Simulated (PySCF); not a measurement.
HfO, SMILES [Hf]=[O], multiplicity 1. Atoms are numbered in the order given.

```xyz
2

Hf     0.0000     0.0000    -0.1722
O      0.0000     0.0000     1.5497
```
Charge 0, spin multiplicity 1.

Geometry optimised at PBE0-D3(BJ)/def2-TZVPD. The multiplicity is an assumed one; other spin states were not compared. The def2 effective core potentials stand for the cores of Hf; spin–orbit coupling is left out.

The numbers are results of M06-2X/def2-TZVPD run with PySCF, not measurements.

Mulliken values depend strongly on the basis, most of all with diffuse functions as here. ESP charges are fitted to the potential on shells at 1.4 to 2.0 van der Waals radii. Atomic charges (e):

| atom | ESP fit | Mulliken |
|---|---|---|
| Hf1 | 0.45 | 0.55 |
| O2 | -0.45 | -0.55 |
